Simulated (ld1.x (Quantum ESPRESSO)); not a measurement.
**copper (Cu): PAW pseudisation with PBE, scalar-relativistic reference atom.**

* Element: copper (Cu)
* Generator: ld1.x (Quantum ESPRESSO) 7.5
* Type: PAW
* Functional: PBE
* Relativity: scalar-relativistic
* Frozen core: [Ar]
* Valence charge: 11
* Reference configuration: 3d10 4s1 4p0
* Partial waves: 4s (bound): rcut 2.05, rcutus 2.40 bohr; 4s channel at 1.1 Ry: rcut 2.05, rcutus 2.40 bohr; 4p (bound, empty): rcut 3.55, rcutus 4.25 bohr; 4p channel at 4.7 Ry: rcut 3.55, rcutus 4.25 bohr; 3d (bound): rcut 1.35, rcutus 1.65 bohr; 3d channel at 0.2 Ry: rcut 1.35, rcutus 1.65 bohr
* Local potential: all-electron potential smoothed inside 2.00 bohr (lloc = -1)
* Core correction: Bessel-smoothed model core, default radius (core density twice the valence density)
* Augmentation charge: PSQ, inside the norm-conserving radii

All-electron outer shells of the reference configuration (PBE, scalar-relativistic, ld1.x):

```csv
shell,level (eV),outermost node (bohr),outermost maximum (bohr)
3s,-114.70,0.29,0.61
3p,-72.14,0.26,0.62
3d,-5.04,–,0.60
4s,-4.61,0.89,2.27
4p,-0.70,0.97,3.65
```

Results:

```
Cutoffs needed                            : 40 Ry and 70 Ry (the cutoffs (Ry, on a coarse ladder) from which the occupation-weighted sum of valence levels, in a spherical-Bessel basis at the reference potential, stays within 10 and 1 mRy of its value at 400 Ry)
Ghost test                                : ghost state, extra bound levels that the all-electron valence spectrum of the same l lacks: p at -91.7 eV; a true bound ghost makes a file unfit for plane-wave use (spherical-Bessel basis up to 400 Ry, 20 bohr box)
Largest excitation error                  : -2015 meV (all-electron minus pseudo) for 3d7 4s0 4p0, out of 7 test configurations
Lowest eigenvalue of the overlap operator : 0.02 (p channel)
Density cutoff estimated by the generator : 228 Ry
```

Generation and tests took about 1.5 s on one core of a shared server CPU.
